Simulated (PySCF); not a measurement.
methylsilane (CH$_{6}$Si), singlet, at a GFN2-xTB geometry; M062X/6-311G** in PySCF.

Here is a job for PySCF.
```python
from pyscf import gto, scf, dft

mol = gto.M(
    atom='''
C    -0.01298196    0.00392095   -1.25022897
Si    0.00669850   -0.00202315    0.64510011
H    -0.01147190   -1.00712268   -1.64830101
H    -0.89650587    0.50641306   -1.63436438
H     0.85673226    0.51618733   -1.65253877
H     0.00413621    1.37681588    1.13946736
H    -1.17977102   -0.70041180    1.14524608
H     1.21099302   -0.68708334    1.12046299
''',
    basis='6-311g**',
    verbose=3,
)

mf = dft.RKS(mol)
mf.xc = 'm062x'
mf.grids.level = 1
mf.kernel()
mf.analyze()
```

### Question
Predict the main parts of the log of this PySCF run.

### Answer

```
converged SCF energy = -331.167767958727
**** MO energy ****
MO #1   energy= -66.9805609404734  occ= 2
MO #2   energy= -10.5169978805119  occ= 2
MO #3   energy= -5.53246162147138  occ= 2
MO #4   energy= -3.84348284971282  occ= 2
MO #5   energy= -3.84347208847105  occ= 2
MO #6   energy= -3.84337853696849  occ= 2
MO #7   energy= -0.788815334801029 occ= 2
MO #8   energy= -0.595885417133086 occ= 2
MO #9   energy= -0.473932509529014 occ= 2
MO #10  energy= -0.473752184538707 occ= 2
MO #11  energy= -0.393944562556984 occ= 2
MO #12  energy= -0.393845112002892 occ= 2
MO #13  energy= -0.377096733889881 occ= 2
MO #14  energy= 0.0543767620749548 occ= 0
MO #15  energy= 0.0890162365824251 occ= 0
MO #16  energy= 0.0891014024368275 occ= 0
MO #17  energy= 0.108126040296395  occ= 0
MO #18  energy= 0.131717517707481  occ= 0
MO #19  energy= 0.145851442812475  occ= 0
MO #20  energy= 0.145858749646724  occ= 0
MO #21  energy= 0.202928289404041  occ= 0
 ** Mulliken atomic charges  **
charge of    0C =     -0.58049
charge of    1Si =      0.50051
charge of    2H =      0.12552
charge of    3H =      0.12544
charge of    4H =      0.12540
charge of    5H =     -0.09858
charge of    6H =     -0.09890
charge of    7H =     -0.09890
Dipole moment(X, Y, Z, Debye): -0.00484,  0.00193, -0.47722
```
